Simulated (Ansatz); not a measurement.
Mg2Br2⁺. Charge 1, multiplicity 4. Geometry r2SCAN-D4/def2-SVP; atoms count from 1.

```tsv
atom	x (Å)	y (Å)	z (Å)
Mg1	-2.181	-0.682	-0.024
Mg2	1.814	1.297	0.500
Br3	-0.053	0.491	-1.453
Br4	0.420	-1.107	0.977
```

In the quartet, Br3 and Br4 lie 2.95 Å apart (atoms count from 1), so these atoms are partly bonded to each other. At PBE0-D4/def2-TZVP a doublet of charge 1 lies 3.01 eV below the quartet, each at its own geometry. The structure comes from a short search, and lower isomers may exist.

Estimate the Mulliken populations from the PBE0/def2-TZVP orbitals of Ansatz.


| atom | charge (e) | spin (α − β) |
| --- | --- | --- |
| Mg1 | 0.70 | 0.95 |
| Mg2 | 0.70 | 0.95 |
| Br3 | -0.20 | 0.55 |
| Br4 | -0.20 | 0.55 |
Mulliken values depend strongly on the basis.

Where does the spin sit?

Summed by element: Mg 1.90, Br 1.10, of 3 unpaired in all. Largest on single atoms: Mg1 0.95, Mg2 0.95, Br4 0.55.

And the Mayer bond orders between heavy atoms (over 0.3)?

Br3–Br4 0.47 (2.95 Å).
